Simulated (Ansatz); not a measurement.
Born–Oppenheimer molecular dynamics of C₂H₉FSSi₂ (15 atoms, charge 0, multiplicity 1). It starts from a relaxed structure.

Level of theory: Ansatz 0.2.0, UKS B3LYP-D4/STO-3G.

- ensemble: NVT, Langevin thermostat
- time step: 0.25 fs
- steps asked: 50
- set temperature: 300 K
- friction: 0.001 /fs
- seed: 606705

Frames 0.25 fs apart, positions in Å, forces in eV/Å.

Velocities at 5.0 fs (Å/ps):

```
C 3.45 0.93 -1.22
S 0.39 0.91 -4.29
C -2.86 0.51 3.13
F -3.68 -0.18 2.29
Si 0.13 -0.90 2.77
Si 3.01 -0.59 -0.34
H 27.76 -0.82 -1.51
H -35.91 0.67 2.25
H -23.61 -16.59 -9.29
H -7.70 10.02 7.89
H 29.17 -13.76 0.81
H -0.46 11.09 8.36
H -6.62 11.99 -11.58
H -9.85 -13.09 -4.37
H -12.78 -6.75 6.59
```

```xyz
15
Properties=species:S:1:pos:R:3:forces:R:3 time_fs=5.0 energy_less_start_eV=0.165 T=193
C -1.018 -1.595 1.564 0.02 0.51 0.51
S -1.544 -0.145 0.555 -0.40 -0.53 0.41
C 0.137 0.476 0.132 0.66 0.09 -1.02
F 0.918 0.627 1.305 0.17 -0.02 0.32
Si 1.052 -0.729 -1.087 0.06 -0.06 -0.44
Si -0.108 2.185 -0.728 -0.22 -0.15 0.04
H -0.575 -2.425 0.981 -0.52 0.01 0.04
H -0.250 -1.297 2.303 0.00 0.17 -0.19
H -1.894 -1.905 2.168 0.22 -0.33 -0.49
H 2.327 -0.117 -1.414 0.04 -0.28 0.26
H 0.404 -0.899 -2.398 -0.07 0.12 0.77
H 1.195 -2.034 -0.451 0.18 0.32 -0.27
H 1.110 2.769 -1.266 -0.12 -0.12 0.34
H -0.999 1.970 -1.828 -0.19 -0.04 -0.31
H -0.788 3.035 0.214 0.17 0.31 0.03
15
Properties=species:S:1:pos:R:3:forces:R:3 time_fs=5.2 energy_less_start_eV=0.174 T=190
C -1.017 -1.595 1.564 -0.29 0.32 0.41
S -1.544 -0.144 0.554 -0.42 -0.55 0.42
C 0.136 0.476 0.132 0.68 0.09 -1.05
F 0.917 0.627 1.306 0.18 -0.02 0.33
Si 1.052 -0.729 -1.086 0.07 -0.01 -0.40
Si -0.107 2.185 -0.729 -0.32 -0.14 0.01
H -0.568 -2.425 0.981 -0.56 0.08 0.09
H -0.259 -1.297 2.304 0.17 0.24 -0.03
H -1.900 -1.909 2.165 0.39 -0.28 -0.60
H 2.325 -0.114 -1.412 0.06 -0.27 0.26
H 0.411 -0.903 -2.397 -0.11 0.12 0.72
H 1.195 -2.031 -0.449 0.19 0.27 -0.25
H 1.109 2.772 -1.269 -0.12 -0.13 0.35
H -1.001 1.967 -1.829 -0.13 -0.02 -0.24
H -0.791 3.033 0.216 0.20 0.29 -0.01
15
Properties=species:S:1:pos:R:3:forces:R:3 time_fs=5.5 energy_less_start_eV=0.184 T=182
C -1.016 -1.595 1.564 -0.59 0.14 0.30
S -1.544 -0.144 0.553 -0.43 -0.57 0.44
C 0.135 0.476 0.133 0.71 0.09 -1.09
F 0.916 0.627 1.306 0.19 -0.02 0.34
Si 1.052 -0.729 -1.085 0.10 0.05 -0.35
Si -0.106 2.185 -0.729 -0.43 -0.12 -0.03
H -0.562 -2.425 0.980 -0.60 0.15 0.14
H -0.268 -1.296 2.304 0.35 0.30 0.13
H -1.906 -1.913 2.162 0.54 -0.22 -0.70
H 2.323 -0.112 -1.410 0.08 -0.27 0.26
H 0.418 -0.906 -2.396 -0.16 0.11 0.66
H 1.195 -2.028 -0.447 0.20 0.22 -0.23
H 1.107 2.775 -1.272 -0.11 -0.13 0.36
H -1.004 1.964 -1.831 -0.07 -0.01 -0.18
H -0.794 3.032 0.217 0.23 0.27 -0.05
15
Properties=species:S:1:pos:R:3:forces:R:3 time_fs=5.8 energy_less_start_eV=0.197 T=176
C -1.015 -1.594 1.563 -0.87 -0.03 0.17
S -1.544 -0.144 0.552 -0.45 -0.58 0.45
C 0.135 0.476 0.134 0.73 0.09 -1.12
F 0.915 0.627 1.307 0.19 -0.02 0.35
Si 1.052 -0.730 -1.085 0.12 0.11 -0.30
Si -0.106 2.185 -0.729 -0.54 -0.11 -0.06
H -0.556 -2.424 0.980 -0.63 0.22 0.18
H -0.277 -1.296 2.305 0.51 0.37 0.29
H -1.911 -1.917 2.159 0.68 -0.17 -0.79
H 2.321 -0.110 -1.407 0.11 -0.27 0.26
H 0.425 -0.909 -2.395 -0.20 0.11 0.60
H 1.196 -2.025 -0.446 0.21 0.17 -0.20
H 1.105 2.778 -1.274 -0.11 -0.13 0.36
H -1.006 1.960 -1.832 -0.02 0.01 -0.11
H -0.797 3.030 0.219 0.26 0.25 -0.08
15
Properties=species:S:1:pos:R:3:forces:R:3 time_fs=6.0 energy_less_start_eV=0.211 T=171
C -1.014 -1.594 1.563 -1.14 -0.18 0.05
S -1.543 -0.144 0.551 -0.46 -0.60 0.46
C 0.134 0.476 0.134 0.75 0.09 -1.14
F 0.915 0.627 1.308 0.20 -0.03 0.35
Si 1.052 -0.730 -1.084 0.14 0.17 -0.25
Si -0.105 2.185 -0.729 -0.65 -0.10 -0.09
H -0.550 -2.424 0.980 -0.66 0.27 0.21
H -0.285 -1.295 2.306 0.67 0.42 0.45
H -1.916 -1.922 2.155 0.80 -0.12 -0.86
H 2.320 -0.108 -1.405 0.13 -0.26 0.26
H 0.432 -0.913 -2.394 -0.25 0.10 0.53
H 1.196 -2.022 -0.444 0.22 0.11 -0.18
H 1.103 2.781 -1.276 -0.09 -0.13 0.36
H -1.008 1.957 -1.833 0.04 0.03 -0.05
H -0.800 3.029 0.220 0.29 0.22 -0.12
15
Properties=species:S:1:pos:R:3:forces:R:3 time_fs=6.2 energy_less_start_eV=0.226 T=167
C -1.014 -1.594 1.563 -1.38 -0.32 -0.07
S -1.543 -0.144 0.550 -0.48 -0.61 0.47
C 0.134 0.477 0.135 0.77 0.09 -1.16
F 0.914 0.627 1.308 0.20 -0.03 0.35
Si 1.052 -0.730 -1.083 0.17 0.24 -0.19
Si -0.104 2.185 -0.729 -0.76 -0.09 -0.12
H -0.545 -2.424 0.980 -0.67 0.32 0.24
H -0.293 -1.294 2.307 0.82 0.48 0.60
H -1.921 -1.927 2.151 0.91 -0.08 -0.92
H 2.318 -0.106 -1.403 0.16 -0.26 0.25
H 0.439 -0.916 -2.392 -0.30 0.10 0.46
H 1.197 -2.018 -0.442 0.23 0.05 -0.15
H 1.101 2.783 -1.278 -0.08 -0.13 0.36
H -1.011 1.954 -1.835 0.10 0.05 0.02
H -0.803 3.028 0.222 0.32 0.20 -0.15
15
Properties=species:S:1:pos:R:3:forces:R:3 time_fs=6.5 energy_less_start_eV=0.241 T=159
C -1.013 -1.593 1.562 -1.59 -0.43 -0.19
S -1.543 -0.143 0.549 -0.49 -0.63 0.48
C 0.133 0.477 0.135 0.79 0.08 -1.18
F 0.913 0.627 1.309 0.21 -0.03 0.36
Si 1.052 -0.730 -1.083 0.19 0.30 -0.13
Si -0.104 2.184 -0.729 -0.88 -0.09 -0.15
H -0.540 -2.423 0.980 -0.68 0.36 0.27
H -0.301 -1.292 2.308 0.95 0.53 0.73
H -1.925 -1.931 2.147 0.99 -0.04 -0.96
H 2.317 -0.104 -1.400 0.18 -0.25 0.25
H 0.445 -0.919 -2.390 -0.35 0.09 0.38
H 1.198 -2.015 -0.441 0.24 -0.01 -0.12
H 1.099 2.786 -1.280 -0.06 -0.13 0.36
H -1.013 1.950 -1.836 0.15 0.06 0.08
H -0.805 3.026 0.223 0.34 0.18 -0.19
15
Properties=species:S:1:pos:R:3:forces:R:3 time_fs=6.8 energy_less_start_eV=0.255 T=153
C -1.012 -1.593 1.562 -1.76 -0.53 -0.30
S -1.543 -0.143 0.548 -0.50 -0.64 0.49
C 0.133 0.477 0.136 0.81 0.08 -1.20
F 0.912 0.627 1.310 0.21 -0.03 0.36
Si 1.052 -0.731 -1.082 0.22 0.37 -0.06
Si -0.103 2.184 -0.729 -0.99 -0.08 -0.17
H -0.535 -2.422 0.981 -0.69 0.39 0.28
H -0.309 -1.291 2.310 1.05 0.56 0.84
H -1.928 -1.936 2.141 1.05 0.00 -0.99
H 2.315 -0.103 -1.397 0.20 -0.24 0.24
H 0.452 -0.923 -2.387 -0.40 0.08 0.30
H 1.199 -2.011 -0.440 0.25 -0.08 -0.08
H 1.096 2.788 -1.281 -0.04 -0.12 0.35
H -1.016 1.947 -1.837 0.21 0.08 0.14
H -0.808 3.026 0.224 0.36 0.16 -0.22
15
Properties=species:S:1:pos:R:3:forces:R:3 time_fs=7.0 energy_less_start_eV=0.266 T=146
C -1.012 -1.593 1.562 -1.88 -0.60 -0.39
S -1.543 -0.143 0.547 -0.52 -0.66 0.50
C 0.132 0.477 0.136 0.83 0.08 -1.21
F 0.911 0.627 1.310 0.21 -0.03 0.35
Si 1.052 -0.731 -1.082 0.25 0.44 0.01
Si -0.102 2.184 -0.729 -1.09 -0.08 -0.20
H -0.531 -2.421 0.981 -0.68 0.42 0.30
H -0.315 -1.289 2.312 1.12 0.58 0.92
H -1.931 -1.941 2.135 1.09 0.02 -0.99
H 2.314 -0.101 -1.394 0.23 -0.23 0.24
H 0.458 -0.926 -2.384 -0.45 0.08 0.21
H 1.200 -2.008 -0.438 0.26 -0.14 -0.05
H 1.094 2.791 -1.282 -0.02 -0.12 0.35
H -1.018 1.944 -1.839 0.26 0.10 0.20
H -0.810 3.025 0.225 0.38 0.14 -0.24
15
Properties=species:S:1:pos:R:3:forces:R:3 time_fs=7.2 energy_less_start_eV=0.275 T=143
C -1.011 -1.593 1.561 -1.94 -0.63 -0.45
S -1.543 -0.143 0.546 -0.53 -0.67 0.51
C 0.132 0.478 0.136 0.85 0.08 -1.22
F 0.910 0.627 1.311 0.21 -0.03 0.35
Si 1.052 -0.731 -1.081 0.29 0.51 0.09
Si -0.102 2.184 -0.729 -1.19 -0.08 -0.22
H -0.528 -2.420 0.981 -0.67 0.43 0.30
H -0.321 -1.287 2.315 1.15 0.59 0.97
H -1.933 -1.946 2.129 1.11 0.04 -0.98
H 2.313 -0.100 -1.391 0.25 -0.22 0.23
H 0.464 -0.930 -2.381 -0.51 0.07 0.11
H 1.201 -2.004 -0.437 0.27 -0.20 -0.02
H 1.092 2.793 -1.283 0.00 -0.11 0.34
H -1.020 1.941 -1.840 0.31 0.11 0.25
H -0.812 3.024 0.226 0.40 0.12 -0.27
15
Properties=species:S:1:pos:R:3:forces:R:3 time_fs=7.5 energy_less_start_eV=0.281 T=141
C -1.011 -1.593 1.561 -1.96 -0.64 -0.48
S -1.543 -0.143 0.545 -0.54 -0.68 0.52
C 0.131 0.478 0.137 0.86 0.07 -1.22
F 0.909 0.627 1.312 0.21 -0.04 0.35
Si 1.052 -0.731 -1.081 0.32 0.58 0.16
Si -0.101 2.184 -0.729 -1.28 -0.08 -0.24
H -0.524 -2.419 0.982 -0.65 0.44 0.30
H -0.326 -1.285 2.318 1.15 0.58 0.97
H -1.934 -1.950 2.122 1.10 0.06 -0.96
H 2.312 -0.098 -1.388 0.26 -0.22 0.22
H 0.470 -0.933 -2.378 -0.56 0.06 0.02
H 1.203 -2.001 -0.435 0.28 -0.27 0.01
H 1.090 2.796 -1.284 0.03 -0.11 0.33
H -1.022 1.938 -1.841 0.35 0.13 0.29
H -0.813 3.023 0.226 0.42 0.11 -0.29
15
Properties=species:S:1:pos:R:3:forces:R:3 time_fs=7.8 energy_less_start_eV=0.283 T=141
C -1.011 -1.593 1.560 -1.93 -0.61 -0.49
S -1.543 -0.143 0.544 -0.55 -0.69 0.52
C 0.131 0.478 0.137 0.88 0.07 -1.23
F 0.908 0.627 1.312 0.21 -0.04 0.34
Si 1.053 -0.731 -1.080 0.36 0.64 0.24
Si -0.101 2.184 -0.730 -1.36 -0.08 -0.25
H -0.522 -2.417 0.982 -0.62 0.44 0.29
H -0.331 -1.282 2.322 1.12 0.55 0.95
H -1.935 -1.955 2.114 1.07 0.07 -0.92
H 2.312 -0.097 -1.385 0.28 -0.21 0.22
H 0.475 -0.937 -2.376 -0.60 0.05 -0.07
H 1.204 -1.998 -0.434 0.28 -0.33 0.04
H 1.088 2.798 -1.285 0.05 -0.11 0.32
H -1.024 1.935 -1.841 0.39 0.14 0.33
H -0.815 3.023 0.227 0.43 0.10 -0.30
```

Of the whole run (12 fs, mean temperature of the second half 151 K): The mean temperature of the second half is 50 % below the set value. A run of 0.013 ps of so small a system gives no equilibrium averages. Limits of this set-up: minimal basis.

The run took 6.4 min on 1 CPU thread of a shared host.
